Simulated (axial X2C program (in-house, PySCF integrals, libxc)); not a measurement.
## BrCrBr⁺: the levels of the configuration d3 s0 p(π)0

Computed with an in-house all-electron X2C program for linear molecules (integrals from PySCF): two-component X2C with atomic mean-field Coulomb and Gaunt terms, basis Br dyall-v3z, Cr dyall-v3z (cores contracted in-house). Orbitals come from Hartree–Fock averaged over the configuration Cr d3 s0 p(π)0; CI then distributes these electrons over the d, s, p(π) shells of Cr.

Br–Cr–Br held linear, both bonds 2.268 Å (near the minimum of the configuration average).

Lowest levels of this model:

```tsv
Ω	energy (cm⁻¹)	g∥	configuration
1/2	0	2.21	100% d3
3/2	73	5.93	100% d3
1/2	265	3.47	100% d3
1/2	468	0.32	100% d3
3/2	650	4.08	100% d3
5/2	840	8.00	100% d3
1/2	5142	2.00	100% d3
3/2	5295	2.00	100% d3
5/2	5458	6.00	100% d3
7/2	5629	10.00	100% d3
3/2	6572	0.00	100% d3
5/2	7076	4.00	100% d3
7/2	7589	8.00	100% d3
9/2	8109	12.00	100% d3
9/2	15304	8.21	100% d3
7/2	15741	6.09	100% d3
9/2	15922	9.79	100% d3
11/2	16314	12.00	100% d3
7/2	16556	7.91	100% d3
5/2	16677	7.32	100% d3
9/2	22560	10.00	100% d3
```

g∥ is the magnitude of 2⟨Lz + ge Sz⟩ for the +Ω component.

(1) From Ω and g∥ of the lowest level, whose 2⟨Lz + ge Sz⟩ is positive, find ⟨Sz⟩ and ⟨Lz⟩ (ge = 2.0023).

Occupations of the active spinors in the lowest level by ω, shell by shell in order of energy: -5/2: 0.26; -3/2: 0.70 0.01 0.00; -1/2: 0.27 0.15 0.00 0.00; 1/2: 0.16 0.43 0.00 0.00; 3/2: 0.31 0.06 0.00; 5/2: 0.63. The leading determinant has weight 0.25 among 97.

This point took 3.3 s on 1 thread of Arm Neoverse V2, with other jobs on the host.

There is no dynamic correlation: spin–orbit spacings and, for f shells, spacings inside one term are the most reliable numbers, splittings between terms come out too wide, and energies between configurations are not reliable, so the lowest level need not be the ground state of the molecule. For d shells the ligand-field splittings (σ, π, δ) and their order can be off by a thousand cm⁻¹ or more. At most 4 roots were kept for each Ω > 0 (twice that for Ω = 0) within 3.2 eV of the lowest, so higher up levels can be missing between those listed; levels with Ω > 0 are doubly degenerate and listed once, Ω = 0 levels singly. Some active spinors are only partly of the character that their shell is named for, so the shell names and counts are nominal. States that fill the shells left empty in the average are placed too high. The molecule was held linear; bending was not examined.

Results:

(1) Ω = ⟨Lz⟩ + ⟨Sz⟩ = 1/2 and ⟨Lz⟩ + ge⟨Sz⟩ = 1.105, so ⟨Sz⟩ = 0.60 and ⟨Lz⟩ = -0.10.
